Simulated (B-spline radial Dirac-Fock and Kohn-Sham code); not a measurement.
## The Ba-like isoelectronic sequence (56 electrons), Z = 56 to 69

The computed values come from an atomic code on a B-spline grid: Dirac-Fock ΔSCF + Breit + QED. Binding energies in eV, tabulated ground configurations. Correlation energy is missing from these numbers.

```
  ion          configuration   3p3/2   3d3/2  4d5/2     5s  outermost level  NIST ionisation energy
   Ba               [Xe] 6s2  1074.5   804.9  98.02  41.77        4.28 (6s)                5.211665
  La⁺               [Xe] 5d2  1144.2   866.8  116.0  51.02        9.82 (5d)                11.18496
 Ce²⁺               [Xe] 4f2  1201.7   917.0  125.2  58.37       17.23 (4f)                 20.1974
 Pr³⁺               [Xe] 4f2  1281.1   988.6  150.8  74.94       36.03 (4f)          38.981 ± 0.025
 Nd⁴⁺               [Xe] 4f2       ?       ?      ?      ?                ?                       ?
 Pm⁵⁺  [Kr] 4d10 4f3 5s2 5p5  1441.8  1133.7  202.5  108.8       74.80 (4f)                       –
 Sm⁶⁺  [Kr] 4d10 4f4 5s2 5p4  1521.2  1205.5  227.2  125.4       93.15 (4f)                       –
 Eu⁷⁺  [Kr] 4d10 4f5 5s2 5p3  1602.9  1279.5  253.0  142.8       112.5 (4f)                       –
 Gd⁸⁺  [Kr] 4d10 4f6 5s2 5p2  1686.7  1355.7  279.9  161.1       132.9 (4f)                 144 ± 7
 Tb⁹⁺  [Kr] 4d10 4f6 5s2 5p2  1783.8  1444.7  315.8  185.1       156.9 (5p)                 168 ± 8
Dy¹⁰⁺      [Kr] 4d10 4f8 5s2  1861.2  1514.6  337.2  200.2       176.7 (4f)                192 ± 10
Ho¹¹⁺      [Kr] 4d10 4f8 5s2  1963.4  1608.7  375.8  226.3       208.4 (4f)                229 ± 12
Er¹²⁺      [Kr] 4d10 4f8 5s2  2069.0  1706.2  416.4  253.8       242.1 (4f)                268 ± 14
Tm¹³⁺      [Kr] 4d10 4f9 5s1  2166.1  1795.3  450.8  280.1       269.3 (4f)                       –
```

Question: Fill in the row of Nd⁴⁺.

Answer: 3p3/2 1364.5, 3d3/2 1064.1, 4d5/2 178.9, 5s 93.17, outermost 57.48 (4f), NIST – eV.

NIST's values are for the lowest levels; a dash marks a value that is missing or belongs to another shell. Their kind here: measured, semi-empirical, theoretical. Where a p, d or f shell is open in either ion the computed value averages over both j values and all terms, while the table refers to the lowest levels; that difference holds spin-orbit splitting (largest in heavy or highly charged ions), term energies where several electrons share open shells, and correlation, and it can reach 10 % or more.
